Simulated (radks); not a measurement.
All-electron atom: the titanium ion Ti18+ in [He] 2s2 (the NIST ground configuration).

Method: scalar-relativistic Kohn-Sham, BLYP, spin-polarised, spherical densities, finite nucleus; Fermi nuclear charge, rms radius 3.5921 fm; computed with a radial shooting solver on a logarithmic mesh with Libxc functionals.

Energy parts (eV):
total: -15651.542
kinetic: 15839.274
electron-nucleus: -32391.580
Hartree: 1382.984
exchange-correlation: -482.221

Orbitals (lengths in bohr, moments of r in powers of bohr; <r^-3> diverges for s and p1/2; r(max) is where P^2 peaks):
| orbital | occ. | eigenvalue (eV) | <r> | r(max) | <r^-3> | <r^2> |
|---|---|---|---|---|---|---|
| 1s | 2 | -5888.627 | 0.06908 | 0.04544 | - | 0.006402 |
| 2s | 2 | -1311.383 | 0.2904 | 0.2502 | - | 0.09865 |

The highest occupied level is 2s at -1311.4 eV. The density falls to 0.001 e/bohr^3 at r = 0.86 bohr. The electron density at the nucleus is 8713 e/bohr^3 (large components only). Summed over all electrons, <r^2> = 0.2101 bohr^2, which gives a Langevin (diamagnetic) susceptibility term of -0.166 x 10^-6 cm^3/mol. For comparison, the ionisation energy in NIST's Atomic Spectra Database is 1346.3 eV (semi-empirical). In exact Kohn-Sham theory the highest level is minus the ionisation energy, but local and semilocal functionals leave it too shallow, through self-interaction and a potential that decays too fast; potentials with the right tail come closer.
